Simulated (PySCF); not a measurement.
## Computed properties of Ga(H)(Br)(OMe) (CH₄BrGaO), SMILES C[O][GaH][Br]

Ga(H)(Br)(OMe) (CH4BrGaO), SMILES C[O][GaH][Br]. Geometry optimised at PBE0-D3(BJ)/def2-SVP. Other conformers were not sampled. All values are computed for the isolated molecule unless a solvent is named; none is compared with measurement here.

**Structure.** The optimised structure has Cs symmetry. All 18 harmonic modes at PBE0-D3(BJ)/def2-SVP (PySCF) are real, so it is a minimum. With heavy atoms numbered as in [GaH:1]([Br:3])[O:4][CH3:5], the shortest bond between them is O4–C5 at 1.399 Å and the longest Ga1–Br3 at 2.292 Å.

**Vibrations.** The strongest infrared lines (harmonic, unscaled, degenerate partners summed) lie at 1163 cm⁻¹ (152 km/mol, O 35 %, C 35 %, H 30 %), 589 cm⁻¹ (119 km/mol, H 96 %), 2072 cm⁻¹ (90 km/mol, H 99 %). The softest mode is at 88 cm⁻¹ and the zero-point energy is 31.2 kcal/mol.

**Electronic structure.** CAM-B3LYP/def2-TZVP (PySCF) places the frontier levels at -9.56 and -0.32 eV, a gap of 9.24 eV, and gives a dipole moment of 0.68 D and a mean polarisability of 61.7 bohr³. PBE/def2-TZVP (PySCF) at the same geometry gives -6.68 and -1.97 eV, so its gap is 4.53 eV narrower. An orbital gap is neither the optical nor the fundamental gap.

**Excitations.** TDA-PBE0/def2-SVPD (PySCF) has S1 at 5.81 eV (214 nm, f = 0.000, dark); the most intense of the 10 singlets computed lies at 6.83 eV (f = 0.18). T1 (TDA) is at 5.17 eV, 0.64 eV under S1. TDA-PBE/def2-SVPD (PySCF) puts S1 at 5.08 eV. No vertical singlet excitation falls in the visible range (under 3.1 eV).

**NMR.** GIAO shifts at PBE0/pcSseg-1 (PySCF) (non-relativistic, atoms alike by connectivity averaged): ¹³C at 58.2 ppm against TMS; ¹H from 4.4 to 5.8 ppm against TMS. Without spin–orbit terms, shifts of atoms bonded to Cl or Br come out too high.
